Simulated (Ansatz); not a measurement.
System: AsH$_{2}$, charge 0, multiplicity 2. SMILES: [AsH2]

Atoms: As1, H2, H3. Bonds: As1-H2, As1-H3.

Bond lengths (Å) and angles (degrees) optimised at HF/STO-3G with Ansatz (a program for electronic structure); PBE/6-31G* with LANL2DZ past Ar with Ansatz; MP2/6-31G* with LANL2DZ past Ar with Ansatz, each started from the B3LYP-D3(BJ)/def2-TZVP structure (Ansatz) of the last column. A row stands for all coordinates that are equal there. 6-31G* holds six Cartesian d functions. No wavenumbers were computed at HF/STO-3G, PBE/6-31G* with LANL2DZ past Ar, MP2/6-31G* with LANL2DZ past Ar, so these may be saddle points.

```tsv
coordinate	HF/STO-3G	PBE/6-31G* with LANL2DZ past Ar	MP2/6-31G* with LANL2DZ past Ar	B3LYP-D3(BJ)/def2-TZVP
As1-H2	1.460	1.571	1.547	1.530
H2-As1-H3	92.1	90.5	92.4	90.8
```

Mean signed difference of all 2 bond lengths from B3LYP-D3(BJ)/def2-TZVP: HF/STO-3G -0.070 Å, PBE/6-31G* with LANL2DZ past Ar 0.041 Å, MP2/6-31G* with LANL2DZ past Ar 0.017 Å.
